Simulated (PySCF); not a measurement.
C4H2BrCl, SMILES C#C/C(Br)=C\Cl. Geometry optimised at PBE-D3(BJ)/def2-SVP. The structure was generated by enumeration; whether it is a known compound was not checked.

The numbers are results of PBE-D3(BJ)/def2-SVP in PySCF 2.14.0, not measurements.

Harmonic wavenumbers (cm⁻¹): 115, 179, 185, 256, 281, 422, 573, 618, 662, 699, 773, 809, 1011, 1244, 1585, 2145, 3158, 3406. Rotational constants (GHz): 3.045, 0.9627, 0.7314; symmetry number 1.

**Question.** Work out the zero-point energy and the ideal-gas rigid-rotor harmonic-oscillator thermochemistry at 298.15 K and 1 atm.

**Answer.** ZPE = ½ Σ hcν = ½ × 18118 cm⁻¹ = 108.37 kJ/mol. H − E(el) = 128.48 kJ/mol. Entropy in J/(mol K): translation 172.46, rotation 122.99, vibration 58.83, total 354.28. G − E(el) = 22.85 kJ/mol. Cp = 101.49 J/(mol K). Modes under 150 cm⁻¹ make the vibrational entropy uncertain.
